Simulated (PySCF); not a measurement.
Isomers of C8H7N3, one GFN2-xTB conformer each. Single-point energies are computed at PBE0/pcSseg-1 (PySCF, gas phase, no added dispersion term), electronic only.

| SMILES | GFN2-xTB relative energy (kJ/mol) |
| --- | --- |
| c1ccc(-n2cnnc2)cc1 | 0.0 |
| C=Cc1cccc2cnnn12 | 91.9 |
| c1ccc(-n2ccnn2)cc1 | 48.5 |

Conformers: `[cH:1]1[cH:2][cH:3][c:4](-[n:5]2[cH:6][n:7][n:8][cH:9]2)[cH:10][cH:11]1` with C3–C4–N5–C6 -146°; `[CH2:1]=[CH:2][c:3]1[cH:4][cH:5][cH:6][c:7]2[cH:8][n:9][n:10][n:11]12` with C1–C2–C3–C4 180°; `[cH:1]1[cH:2][cH:3][c:4](-[n:5]2[cH:6][cH:7][n:8][n:9]2)[cH:10][cH:11]1` with C3–C4–N5–C6 -178°.

Task: What does PBE0/pcSseg-1 give for the same structures?

Result: 
```tsv
SMILES	PBE0/pcSseg-1 E (Eh)	PBE0/pcSseg-1 (kJ/mol)	GFN2-xTB (kJ/mol)	point group
c1ccc(-n2cnnc2)cc1	-472.68718	0.0	0.0	C2
c1ccc(-n2ccnn2)cc1	-472.67263	38.2	48.5	near Cs
C=Cc1cccc2cnnn12	-472.65129	94.2	91.9	Cs
```

Both levels put the same isomer lowest; measured from each level's own lowest isomer, the values differ by up to 10.3 kJ/mol (c1ccc(-n2ccnn2)cc1: 48.5 against 38.2). As drawn, the highest has a C=C bond outside aromatic rings, which the lowest lacks.

Task: Which frontier levels, dipoles and rotational constants go with these structures?

Result: 
```csv
SMILES,"HOMO (eV, PBE0/pcSseg-1)",LUMO (eV),dipole (D),"A, B, C (MHz)"
c1ccc(-n2cnnc2)cc1,-7.24,-1.19,6.24,"3698, 707.8, 609.2"
c1ccc(-n2ccnn2)cc1,-7.15,-1.30,4.21,"3693, 734.9, 613.0"
C=Cc1cccc2cnnn12,-6.42,-1.89,4.28,"1676, 1393, 760.5"
```

Task: As an exercise, what shares would exp(−E/RT) give at 1000 K from these electronic energies alone (no entropy, no degeneracies)?

Result: RT = 8.314 kJ/mol: c1ccc(-n2cnnc2)cc1 99.0 %, c1ccc(-n2ccnn2)cc1 1.0 %, C=Cc1cccc2cnnn12 under 0.1 %.
